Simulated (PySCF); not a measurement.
**Telling isomers of C4H16OSi3 apart by NMR**

Computed data (PySCF): GFN2-xTB structure, NMR shieldings at PBE0/pcSseg-1/GIAO. Non-relativistic, no solvent, averaged over atoms made equivalent by symmetry, fast rotation or ring inversion, single conformer.

References, each an isolated molecule treated in the same way: TMS for $^{1}$H (σ = 31.72 ppm), $^{13}$C (σ = 186.93 ppm). Where no couplings were computed, multiplicities follow the n + 1 count of equivalent neighbours, and m marks all less simple cases (inequivalent or close neighbours, rings, F or P nearby). Shifts are as computed. Against solution values, carbons near 30 ppm lie about +3 ppm off and those near 130 ppm about +5 ppm. Of 1211 compounds with measured shifts, 218 miss one by over three times the rms of a fit or turn the order of signals round; such compounds aren't used in these exercises.

(1) Tabulate the signals of `CC(C)O[SiH2]C([SiH3])[SiH3]`, `CC(C)OC([SiH3])([SiH3])[SiH3]` and their relative energies.

(2) What is the quickest way to tell CC(C)O[SiH2]C([SiH3])[SiH3] from CC(C)OC([SiH3])([SiH3])[SiH3]?

## Answers

(1) 
| SMILES | carbon types | δC | δH | E rel. (kcal/mol) |
| --- | --- | --- | --- | --- |
| CC(C)O[SiH2]C([SiH3])[SiH3] | 2×CH 2×CH3 | 69.2, 26.8, -14.3 | 4.98 (d, 2H), 4.02 (d, 6H), 3.95 (sept, 1H), 1.25 (d, 6H), -0.34 (m, 1H) | 0.0 |
| CC(C)OC([SiH3])([SiH3])[SiH3] | 1×C 1×CH 2×CH3 | 75.7, 55.6, 27.3 | 4.12 (s, 9H), 3.63 (sept, 1H), 1.18 (d, 6H) | 49.6 |

Energies are electronic energies at PBE0/pcSseg-1 on these geometries, without zero-point or thermal terms, each for the one conformer computed, which needn't be the lowest.

(2) Both give the same number of carbon signals, but DEPT or the intensities differ. The first has an sp3 CH bonded to 3 Si at -14.3 ppm, the second a fully substituted sp3 carbon bonded to O and 3 Si (C) at 55.6 ppm. Their most deshielded carbons lie at 69.2 and 75.7 ppm. In the proton spectra the most deshielded non-exchanging signals are 4.98 (d, 2H) and 4.12 (s, 9H).
